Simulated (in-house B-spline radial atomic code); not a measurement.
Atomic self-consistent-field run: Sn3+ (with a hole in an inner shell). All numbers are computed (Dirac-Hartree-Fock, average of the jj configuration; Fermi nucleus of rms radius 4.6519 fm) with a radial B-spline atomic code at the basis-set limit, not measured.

In the input, a minus or plus after the letter marks the j = l - 1/2 or j = l + 1/2 subshell.

Command:
```bash
python run_scf.py task.json out
```
Settings (nuclear radius in fm, mass in u):
```
Z                50
configuration    1s2 2s2 2p6 3s2 3p-1 3p+4 3d10 4s2 4p6 4d10 5s2
hamiltonian      dirac
method           hf
spin_polarised   False
nucleus          fermi
rms_radius       4.6519
atomic_mass      119.9022
speed_of_light   137.035999084
```

Output (hartree, bohr):
```
 radial grid: 73 intervals, B-splines of order 8, outer radius 39.1892 bohr

 iter        energy (Eh)    residual
    1       -6129.214928    6.02e-01
    2       -6141.031040    5.59e-01
    3       -6145.997748    1.41e-01
    4       -6146.386127    4.38e-02
    5       -6146.414270    1.88e-02
    6       -6146.420799    2.23e-03
    7       -6146.420893    7.08e-04
    8       -6146.420903    8.37e-05
    9       -6146.420903    3.32e-06
   10       -6146.420903    3.36e-07

 total energy                     -6146.42090
 kinetic                            6470.4170
 electron-nucleus                 -14840.4470
 electron-electron                  2223.6091

 first-order corrections (not in the total)
   Gaunt                             4.8658
   retardation                      -0.4965
   frequency dependence             -0.0432
   self-energy                       3.3418
   Uehling                          -0.4352
   Wichmann-Kroll                    0.0090
   recoil                            0.0192

 orbital      occ     eigenvalue          <r>       <r^2>       <1/r>     <1/r^3>       r_max    small
 1s1/2      2.000     -1082.3516    0.0290445    0.001142     53.0903           -     0.01878  3.37e-02
 2s1/2      2.000      -168.9693     0.124828   0.0184353     12.3428           -       0.106  7.18e-03
 2p1/2      2.000      -157.4746     0.105974   0.0138112     12.2715           -     0.08191  7.14e-03
 2p3/2      4.000      -149.0853     0.111143   0.0150586      11.448     4296.97     0.08632  6.84e-03
 3s1/2      2.000       -35.5591     0.335603    0.128823     4.39879           -      0.3058  2.11e-03
 3p1/2      1.000       -31.1828     0.328498    0.125733     4.28832           -      0.2932  2.04e-03
 3p3/2      4.000       -29.4253     0.337102    0.131789     4.10179     819.371      0.3025  1.97e-03
 3d3/2      4.000       -21.1715     0.307994    0.112321     3.94206     128.805      0.2475  1.84e-03
 3d5/2      6.000       -21.0271     0.311389    0.114604     3.88758     120.064      0.2507  1.81e-03
 4s1/2      2.000        -7.4045     0.805363    0.732177     1.72299           -      0.7358  5.63e-04
 4p1/2      2.000        -5.7093     0.849223    0.823451     1.62518           -      0.7633  5.20e-04
 4p3/2      4.000        -5.4354     0.874123    0.870365      1.5497      146.18      0.7823  4.82e-04
 4d3/2      4.000        -2.7270      1.01431      1.2027     1.30011     17.0358        0.85  3.56e-04
 4d5/2      6.000        -2.6854      1.02508     1.22829     1.28387     15.7604      0.8581  3.49e-04
 5s1/2      2.000        -1.5194      2.09674     4.92085    0.612587           -       1.871  9.46e-05
```

Cost of the run: 0.74 s on 1 thread of Intel(R) Xeon(R) 6975P-C, with other jobs on the host.

For the Dirac Hamiltonian the kinetic term is c α·p + (β - 1)c².
